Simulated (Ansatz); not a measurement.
Total energies of the cluster Hf2O5H2 from Ansatz at PBE0-D4/def2-TZVP, gas phase (1 Eh = 27.2114 eV = 2625.5 kJ/mol). The reference geometry is relaxed at r2SCAN-D4/def2-SVP.

```xyz
9

Hf    0.505    1.451   -0.960
Hf    0.005   -0.551    1.211
O     0.615    2.471   -2.684
O    -0.876    1.023    0.408
O    -0.874   -2.279    1.159
O     1.399   -0.117   -0.119
O    -0.079    1.127   -2.767
H    -1.337   -3.058    0.845
H     0.642   -0.066    2.907
```

| state | geometry | energy (Eh) |
| --- | --- | --- |
| charge 0 singlet | reference | -473.36213 |
| charge 1 doublet | reference | -473.02123 |
| free Hf atom (triplet) | – | -47.84253 |
| free O atom (triplet) | – | -75.01860 |
| free H atom (doublet) | – | -0.50104 |

In the def2 sets Hf takes a core potential; there is no spin–orbit coupling. The structure holds one bond between oxygen atoms, so isomers without such links may lie far lower.

Problem. Work out the vertical ionisation energy to the doublet.

Solution. E(charge 1 doublet) − E(charge 0 singlet) = -473.02123 − (-473.36213) = 0.34090 Eh = 9.28 eV. For comparison, −ε of the highest occupied level is 7.19 eV at this level, 2.09 eV less.

Problem. What is the binding energy per atom against free atoms?

Solution. Atoms: 2 × (-47.84253) + 5 × (-75.01860) + 2 × (-0.50104) = -471.78014 Eh. Binding: -471.78014 − (-473.36213) = 1.58199 Eh = 43.05 eV, or 4.78 eV for each of 9 atoms (no zero-point energy, no counterpoise term).

The structure comes from a short search, and lower isomers may exist.
